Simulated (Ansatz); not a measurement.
Frontier orbitals of `CB(N)[SiH3]`.

Z-matrix (Å, degrees):
```
C
B 1 1.573
H 1 1.095 2 110.8
H 1 1.095 2 113.7 3 121.7
H 1 1.095 2 110.7 3 -116.7
N 2 1.392 1 120.4 3 -121.9
Si 2 2.029 1 121.5 3 58.1
H 6 1.006 2 123.8 1 -180.0
H 6 1.009 2 122.7 1 0.1
H 7 1.492 2 111.7 1 59.2
H 7 1.495 2 112.3 1 179.6
H 7 1.492 2 111.6 1 -60.0
```

The species carries charge 0 and has multiplicity 1. All single points use the PBE0-D4/def2-TZVP geometry. It is one conformer, not always the lowest. Basis def2-TZVPP, Ansatz 0.2.0.

| functional | HOMO (eV) | LUMO (eV) | gap (eV) |
| --- | --- | --- | --- |
| PBE | -6.45 | -1.09 | 5.36 |
| PBE0 | -7.66 | -0.15 | 7.51 |
| CAM-B3LYP | -9.02 | 1.00 | 10.02 |
| ωB97M-V | -9.80 | 1.79 | 11.59 |

Against PBE, PBE0 changes HOMO and LUMO by −1.21 and +0.94 eV, ωB97M-V by −3.35 and +2.88 eV. A gap of 5.36 eV thus becomes 11.60 eV for the same molecule, so an orbital gap means little without its functional. A positive LUMO is unbound and depends on the basis.
